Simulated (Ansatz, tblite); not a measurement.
Cost and result up the ladder for Ti(OH)2Cl2 (TiCl₂O₂H₂) (7 atoms). Total charge 0; singlet. Geometry: r2SCAN-D4/def2-SVP.

```xyz
7

Ti   -0.089   -0.296    0.220
O     1.162    0.844   -0.245
H     2.085    1.066   -0.068
O    -1.551    0.071   -0.698
H    -1.737    0.750   -1.361
Cl   -0.474   -0.094    2.382
Cl    0.603   -2.340   -0.230
```

Ansatz on 4 threads of Arm Neoverse V2 on a shared host; xTB runs through tblite on one thread. Times are rough, summed over both states, and most runs start from the orbitals of an earlier one. PBE0-D4/def2-TZVP serves as the yardstick here, not as an exact answer. The other state is a doublet.

The xTB rows come from tblite. HOMO above LUMO, or a gap near zero within one spin, warns that the state may not be the lowest or that an electron is smeared out.

Raw xTB energies of ions are shifted by several eV.

```
                         level  functions  wall time  vertical IE (eV)  difference from PBE0-D4/def2-TZVP (eV)                                     remarks
                      GFN2-xTB         37     0.01 s             14.58                                    3.60                                           –
                      GFN1-xTB         39    0.012 s             15.60                                    4.62                                           –
PBE-D4/def2-TZVP (with forces)        193       12 s             10.48                                   -0.50  gap within one spin near zero (+1 doublet)
             PBE0-D4/def2-TZVP        193       16 s             10.98                                    0.00                                           –
           r2SCAN-D4/def2-TZVP        193       25 s             10.76                                   -0.23                                           –
```
